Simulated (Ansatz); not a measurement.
`[CH3][Al]([NH2])[Cl]` + H–F → `[NH2][Al]([F])[Cl]` + CH₄ at 400 K and 1 bar (ligand exchange at the Al–C bond).

Calculated with Ansatz (gas phase, PBE0-D4/def2-TZVP geometries, no zero-point term in ΔE). CBS: MP2 limit from def2 TZ/QZ plus the TZ coupled-cluster correction, frozen cores. This one scheme is used for every species. One conformer a species, not always the lowest.

```tsv
species	CCSD(T)/CBS energy (Eh)	H − E (kJ/mol)	S (J/(mol·K))
`[CH3][Al]([NH2])[Cl]`	-797.68797	197.4	375.7
H–F	-100.39570	36.5	182.2
`[NH2][Al]([F])[Cl]`	-857.68991	105.1	342.4
CH₄	-40.46206	131.3	197.2
```

H − E and S are ideal-gas, rigid-rotor, harmonic terms from PBE0-D4/def2-TZVP, for one conformer and one mirror image of each species. 1 Eh = 2625.50 kJ/mol, R = 8.31446 J/(mol·K).

Question: By hand: ΔE, ΔH, ΔS and ΔG.

Answer: ΔE = (-857.68991) + (-40.46206) − (-797.68797) − (-100.39570) = -0.06830 Eh = -179.3 kJ/mol. Δ(H − E) = 105.1 + 131.3 − 197.4 − 36.5 = 2.5, so ΔH = -176.8 kJ/mol. ΔS = 342.4 + 197.2 − 375.7 − 182.2 = -18.3 J/(mol·K). ΔG = -176.8 − 400 × (-18.3)/1000 = -169.5 kJ/mol.

Question: By hand: the equilibrium constant, and the temperature at which ΔG would vanish if ΔH and ΔS stayed fixed.

Answer: log₁₀ K = −ΔG/(RT ln 10) = 22.1. ΔG = 0 at ΔH/ΔS = 9661 K, far beyond where these terms or the molecules hold.

ΔH outweighs TΔS. A doubt of 5 kJ/mol in ΔE shifts log₁₀ K by 0.7 here. Other conformers and mirror images would add mixing entropy, several J/(mol·K) or more a flexible species. Modes under 60 cm⁻¹, often nearly free rotors, make the harmonic entropy too high. These are equilibria of isolated gas molecules and say nothing of rates. Largest T1 diagnostic: 0.010 (customary marks: 0.02 for closed shells, 0.045 for open ones).
